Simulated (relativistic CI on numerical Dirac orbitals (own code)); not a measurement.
## Cr⁶⁺ in a cubic cluster: 1s photoemission with charge transfer

Computed with a charge-transfer multiplet model of a cubic metal-ligand cluster with up to 3 ligand holes, Slater and spin-orbit integrals from Dirac-Coulomb-Breit ions, Slater integrals scaled by 0.8. The ground state mixes d0 with configurations of k ligand holes L, whose averages lie at kΔ + k(k − 1)U_dd/2; a core hole lowers each added d electron by U_cd. 300 K, Lorentzian 1.1 eV and Gaussian 0.6 eV FWHM.

Atomic integrals in eV (Slater integrals scaled, ζ unscaled), ground: F2dd 9.377, F4dd 5.906, zeta_d 0.039; with the core hole: F2dd 9.377, F4dd 5.906, zeta_d 0.066, G2cd 0.064. Where a configuration has fewer than two d electrons, the dd integrals are those of d2.

Cluster parameters (eV): U_dd = 6, U_cd = 7, 10Dq = 1.5, 10Dq(ligand) = 0.3, V(eg) = 2.4, V(t2g) = -1.09, final-state hopping factor = 0.9.

```csv
Case,n_d,d0,d1L,d2L2,d3L3,S
Δ = -1.1 eV,1.12,0.19,0.53,0.25,0.03,0.00
Δ = -0.1 eV,1.00,0.24,0.53,0.20,0.02,0.00
Δ = 0.9 eV,0.88,0.31,0.52,0.16,0.01,0.00
```

Weights, n_d and S are thermal averages at 300 K. Binding energies count from the first peak over 30 % of the highest in each spectrum, which can be another peak from case to case. The parameters are a model scan and need not match a compound or its usual spin state. Peaks in eV (height, largest 100):
- Δ = -1.1 eV: 0.0 (100), 2.6 (14), 10.1 (23)
- Δ = -0.1 eV: 0.0 (100), 2.8 (14), 9.9 (24)
- Δ = 0.9 eV: 0.0 (100), 2.9 (13), 9.6 (22)

A d0 ion has no d-d gap: its lowest excitations are ligand-to-metal charge transfer. With the core hole the configuration with one ligand hole lies at Δ − U_cd = -8.1, -7.1, -6.1 eV from the one without, in the order of the table; where this is negative the screened configuration lies lower.
